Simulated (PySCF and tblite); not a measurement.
Values are calculated unless marked as measured or tabulated.
System: F5Ge (charge -1), numbered as in [F:1][Ge-:2]([F:3])([F:4])([F:5])[F:6].

For the Berry pseudorotation at Ge2 with F5 as pivot: electronic barrier 2.35 kcal/mol, zero-point change -0.03 kcal/mol, thermal and entropy terms at 350 K a further 0.71 kcal/mol (symmetry numbers apart). The minimum is D3h, the saddle C4v. Level: PBE0/pcSseg-1 + D3(BJ) on PBE0-D3(BJ)/def2-SVP stationary points, with GFN2-xTB thermal terms. Rates follow Eyring's equation with the number of equivalent paths and no tunnelling. Programs: tblite and PySCF.

Task: How many equivalent paths lead out of the minimum?

Result: 3: the symmetry number of the minimum is 6, that of the saddle displaced along its mode 2.

Task: Work out the rate at 350 K.

Result: ΔG‡ = 3.03 kcal/mol; k_B T/h = 7.3×10¹² s⁻¹; exp(−ΔG‡/RT) = 0.013; times 3 gives k = 2.8×10¹¹ s⁻¹. Wigner's tunnelling factor for the 49i cm⁻¹ mode would be 1.00.

The ion is treated without a counter-ion. Spin–orbit effects of heavy atoms on shieldings are missing.
